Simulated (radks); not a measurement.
The numbers below are computed, except where a source is named.
Species: the tungsten ion W2+. Configuration: [Xe] 4f14 5d4. Level of theory: Dirac Kohn-Sham, PBEsol, spin-unpolarised, spherical densities, finite nucleus; open shells fill j = l - 1/2 first; Fermi nuclear charge, rms radius 5.3658 fm (a radial shooting solver on a logarithmic mesh with Libxc functionals). Some entries of the table are withheld. Estimate them.

orbital  occ.  eigenvalue (hartree)  r(max) (bohr)  <1/r> (bohr^-1)
1s1/2       2             -2549.000        0.01146            87.01
2s1/2       2             -440.1595        0.06590            21.18
2p1/2       2             -421.0743            (1)            21.15
2p3/2       4             -371.3927            (2)            17.77
3s1/2       2             -101.7962         0.1856            7.772
3p1/2       2             -93.26867            (3)            7.690
3p3/2       4             -82.52735            (4)            6.815
3d3/2       4             -68.11820         0.1470            6.710
3d5/2       6             -65.78137         0.1509            6.503
4s1/2       2             -21.43871         0.4212            3.268
4p1/2       2             -17.89910            (5)              (6)
4p3/2       4             -15.40639            (7)              (8)
4d3/2       4              -9.58155            (9)            2.638
4d5/2       6              -9.12218           (10)            2.565
5s1/2       2              -3.47094         0.9638            1.263
5p1/2       2              -2.42307          1.034            1.132
5p3/2       4              -2.06213          1.119            1.024
4f5/2       6              -1.83400         0.4259            2.100
4f7/2       8              -1.75174         0.4309            2.069
5d3/2       4              -0.73874           (11)           0.7011
5d5/2       0              -0.70828           (12)           0.6778
6s1/2       0              -0.70121          2.479           0.4555
6p1/2       0              -0.49803          2.939           0.3777
6p3/2       0              -0.45804          3.179           0.3507

Answer. 
(1) 2p1/2 r(max) (bohr): 0.04897
(2) 2p3/2 r(max) (bohr): 0.05581
(3) 3p1/2 r(max) (bohr): 0.1737
(4) 3p3/2 r(max) (bohr): 0.1878
(5) 4p1/2 r(max) (bohr): 0.4208
(6) 4p1/2 <1/r> (bohr^-1): 3.158
(7) 4p3/2 r(max) (bohr): 0.4505
(8) 4p3/2 <1/r> (bohr^-1): 2.853
(9) 4d3/2 r(max) (bohr): 0.4471
(10) 4d5/2 r(max) (bohr): 0.4565
(11) 5d3/2 r(max) (bohr): 1.455
(12) 5d5/2 r(max) (bohr): 1.500
